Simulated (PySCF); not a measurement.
Ga(F)(Me)(OMe) (C2H6FGaO), SMILES [O]([Ga]([CH3])[F])C. Atoms are numbered in the order given.

```xyz
11

Ga     0.0521     0.3582     0.0000
F      1.4165     1.4668     0.0000
C     -1.7879     1.0233     0.0000
H     -2.5122     0.1970     0.0000
H     -1.9470     1.6479     0.8918
H     -1.9470     1.6479    -0.8918
O      0.6291    -1.3276     0.0000
C     -0.1780    -2.4773     0.0000
H      0.0345    -3.0959     0.8913
H      0.0345    -3.0959    -0.8913
H     -1.2655    -2.2612     0.0000
```
Charge 0, spin multiplicity 1.

Coordinates come from a B3LYP-D3(BJ)/def2-SVP optimisation. The structure was generated by enumeration; whether it is a known compound was not checked. One conformer was computed; it need not be the lowest.

Calculation: PySCF 2.14.0 with TDA-PBE/def2-SVPD.

Vertical excitations.  State labels are in the subgroup Cs.

Computed UV-visible absorptions:
| state | symmetry | energy (eV) | λ (nm) | f | main pairs |
|---|---|---|---|---|---|
| S1 | A" | 5.12 | 242 | 0.010 | HOMO→LUMO 99 % |
| S2 | A' | 5.41 | 229 | 0.019 | HOMO−1→LUMO 81 %, HOMO→LUMO+1 17 % |
| S3 | A" | 5.59 | 222 | 0.001 | HOMO−1→LUMO+1 100 % |
| S4 | A' | 5.97 | 208 | 0.125 | HOMO→LUMO+1 76 %, HOMO−1→LUMO 14 % |
| S5 | A" | 6.67 | 186 | 0.013 | HOMO→LUMO+2 99 % |
| S6 | A' | 6.88 | 180 | 0.002 | HOMO−1→LUMO+2 58 %, HOMO−2→LUMO 39 % |
| S7 | A' | 7.00 | 177 | 0.093 | HOMO−2→LUMO 47 %, HOMO−1→LUMO+2 37 %, HOMO−4→LUMO 9 % |
| S8 | A" | 7.12 | 174 | 0.008 | HOMO−2→LUMO+1 91 % |
| S9 | A" | 7.20 | 172 | 0.000 | HOMO→LUMO+3 95 % |
| S10 | A" | 7.36 | 168 | 0.019 | HOMO−3→LUMO 90 % |
| T1 | A" | 4.86 | 255 | 0 | HOMO→LUMO 99 % |
| T2 | A' | 5.00 | 248 | 0 | HOMO→LUMO+1 82 %, HOMO−1→LUMO 17 % |
| T3 | A' | 5.07 | 244 | 0 | HOMO−1→LUMO 82 %, HOMO→LUMO+1 17 % |
| T4 | A" | 5.41 | 229 | 0 | HOMO−1→LUMO+1 99 % |
Triplets are in the Tamm–Dancoff approximation.
